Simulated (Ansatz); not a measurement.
Stepwise reaction of `O[SiH](F)[SiH](Cl)Cl` with hydrogen, as a gas-phase model of exchange steps in deposition or etching. ΔE in kJ/mol.

Gas-phase electronic energies from Ansatz, PBE0-D4/def2-TZVP geometries. CBS: MP2 limit from def2 TZ/QZ plus the TZ coupled-cluster correction, frozen cores. This one scheme is used for every species. Functionals use def2-TZVPP. B3LYP here is the variant with VWN-RPA as its local correlation; programs differ in this. Each species was taken in one conformer, which may not be the lowest.

| step | reaction | PBE-D4 | B3LYP-D4 | ωB97M-V | CCSD(T)/CBS |
| --- | --- | --- | --- | --- | --- |
| 1 | `O[SiH](F)[SiH](Cl)Cl` + H₂ → `O[SiH](F)[SiH2]Cl` + HCl | 80.6 | 79.4 | 79.4 | 78.1 |
| 2 | `O[SiH](F)[SiH2]Cl` + H₂ → `O[SiH](F)[SiH3]` + HCl | 72.8 | 71.8 | 72.3 | 71.6 |

Task: By hand: ΔE of the 2 steps together at CCSD(T)/CBS.

Result: (78.1) + (71.6) = 149.7 kJ/mol, or 74.8 kJ/mol a step.

In ΔE each step is lower than the one before. All are uphill at CCSD(T)/CBS. PBE-D4 differs from CCSD(T)/CBS by 1.2 to 2.5 kJ/mol a step. Isolated molecules leave out the surface, adducts and barriers. Largest T1 diagnostic: 0.013.
